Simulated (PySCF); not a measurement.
# input.py for LiBr

The script input.py:

```python
from pyscf import gto, dft, tdscf

mol = gto.M(
    atom='Li 0 0 0; Br 0 0 2.009',
    basis='ano-rcc-vdzp',
    charge=0,
    spin=0,
    verbose=4,
)
mf = dft.RKS(mol, xc='tpssh')
mf = mf.sfx2c1e()
mf.kernel()
td = tdscf.TDDFT(mf)
td.nstates = 3
td.kernel()
td.analyze()
mf.dip_moment()
print('orbital energies (hartree):', mf.mo_energy[..., max(0, mol.nelec[1]-3):mol.nelec[0]+3].round(4))
```

```bash
$ OMP_NUM_THREADS=1 python input.py
```

The log (some set-up lines and the per-cycle HOMO/LUMO lines with their warnings removed):

```
PySCF version 2.14.0

[INPUT] Symbol           X                Y                Z      unit          X                Y                Z       unit  Magmom
[INPUT]  1 Li     0.000000000000   0.000000000000   0.000000000000 AA    0.000000000000   0.000000000000   0.000000000000 Bohr   0.0
[INPUT]  2 Br     0.000000000000   0.000000000000   2.009000000000 AA    0.000000000000   0.000000000000   3.796459784251 Bohr   0.0

nuclear repulsion = 27.6573455184669
number of shells = 6
number of NR pGTOs = 187
number of NR cGTOs = 41
basis = ano-rcc-vdzp
ecp = {}

******** <class 'pyscf.x2c.sfx2c1e.sfX2C1eRKS'> ********
method = sfX2C1eRKS
initial guess = minao
damping factor = 0
level_shift factor = 0
DIIS = <class 'pyscf.scf.diis.CDIIS'>
SCF conv_tol = 1e-09
SCF max_cycles = 50
XC functionals = tpssh

grids dens level: 3

******** <class 'pyscf.x2c.sfx2c1e.SpinFreeX2CHelper'> ********
approx = 1e
xuncontract = 1
Initial guess from minao.
tot grids = 34152
init E= -2613.77287057633
cycle= 1 E= -2613.7530382813  delta_E= 0.0198  |g|= 0.262  |ddm|= 1.22
cycle= 2 E= -2613.74368906628  delta_E= 0.00935  |g|= 0.349  |ddm|= 0.792
cycle= 3 E= -2613.78389243014  delta_E= -0.0402  |g|= 0.0185  |ddm|= 0.391
cycle= 4 E= -2613.78398742169  delta_E= -9.5e-05  |g|= 0.00826  |ddm|= 0.026
cycle= 5 E= -2613.78401216458  delta_E= -2.47e-05  |g|= 0.000463  |ddm|= 0.00981
cycle= 6 E= -2613.78401226311  delta_E= -9.85e-08  |g|= 1.19e-05  |ddm|= 0.000936
cycle= 7 E= -2613.7840122632  delta_E= -9.09e-11  |g|= 1.39e-06  |ddm|= 3.13e-05
Extra cycle  E= -2613.7840122632  delta_E= -9.09e-13  |g|= 1.64e-06  |ddm|= 4.01e-06
converged SCF energy = -2613.7840122632

******** <class 'pyscf.tdscf.rks.TDDFT'> for <class 'pyscf.x2c.sfx2c1e.sfX2C1eRKS'> ********
nstates = 3 singlet
deg_eia_thresh = 1.000e-03
wfnsym = None
conv_tol = 1e-05
eigh lindep = 1e-12
eigh level_shift = 0
eigh max_cycle = 100

Excitation energies (eV)
[4.36407266 4.36407266 5.11533286]

** Singlet excitation energies and oscillator strengths **
Excited State   1:      4.36407 eV    284.10 nm  f=0.0322
      18 -> 20        0.17589
      19 -> 20        0.68478
Excited State   2:      4.36407 eV    284.10 nm  f=0.0322
      18 -> 20        0.68478
      19 -> 20       -0.17589
Excited State   3:      5.11533 eV    242.38 nm  f=0.0278
      17 -> 20        0.70173

** Transition electric dipole moments (AU) **
state          X           Y           Z        Dip. S.      Osc.
  1         0.5425      0.0850     -0.0000      0.3015      0.0322
  2        -0.0850      0.5425     -0.0000      0.3015      0.0322
  3         0.0000      0.0000      0.4714      0.2222      0.0278

** Transition velocity dipole moments (imaginary part, AU) **
state          X           Y           Z        Dip. S.      Osc.
  1         0.0679      0.0106     -0.0000      0.0047      0.0197
  2        -0.0106      0.0679     -0.0000      0.0047      0.0197
  3         0.0000      0.0000      0.1014      0.0103      0.0365

** Transition magnetic dipole moments (imaginary part, AU) **
state          X           Y           Z
  1         0.0147     -0.0936      0.0000
  2         0.0936      0.0147     -0.0000
  3         0.0000      0.0000      0.0000
Dipole moment(X, Y, Z, Debye): -0.00000,  0.00000, -6.71082
orbital energies (hartree): [-0.259  -0.2342 -0.2342 -0.0564  0.0053  0.0053]
```

In short: E(SCF) = -2613.784012 Eh, 7 cycles, μz(SCF) = -6.71 D, first singlet excitations without spin–orbit coupling 4.36, 4.36, 5.12 eV.

Hardware: Arm Neoverse V2, 1 thread, shared host. Wall time 21 s, peak memory 0.27 GiB.

Stability towards an unrestricted solution was not tested. The bond length is a typed value, not an optimised one.
